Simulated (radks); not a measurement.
The numbers below are computed, except where a source is named.
Charge is removed step by step from the 3d5/2 level of the chromium ion Cr+, starting from [Ar] 3d(3/2: 4, 5/2: 1). Code: a radial shooting solver on a logarithmic mesh with Libxc functionals. Model: Dirac Kohn-Sham, PBE, spin-unpolarised, spherical densities, finite nucleus; Fermi nuclear charge, rms radius 3.6452 fm.

| removed (e) | E - E(0) (eV) | eigenvalue (eV) | E minus straight line (eV) |
|---|---|---|---|
| 0 | 0.000 | -9.815 | 0.000 |
| 0.25 | 2.808 | -12.695 | -1.188 |
| 0.5 | 6.369 | -15.829 | -1.624 |
| 0.75 | 10.742 | -19.197 | -1.247 |
| 1 | 15.985 | -22.782 | 0.000 |

Removing the whole electron costs 15.985 eV by Delta-SCF, against 9.815 eV from minus the eigenvalue at the starting occupation. Slater's transition state (half an electron removed) gives 15.829 eV. Integrating minus the eigenvalue over the occupation (Janak's theorem) gives 15.985 eV. The mean slope of the eigenvalue, de/dn, is 13.0 eV per electron. Ionisation energy of Cr+ in the NIST Atomic Spectra Database: 16.486 eV (measured).

Beside tabulated values, note that spin-unpolarised runs miss the spin-polarisation part of the exchange energy of open shells.
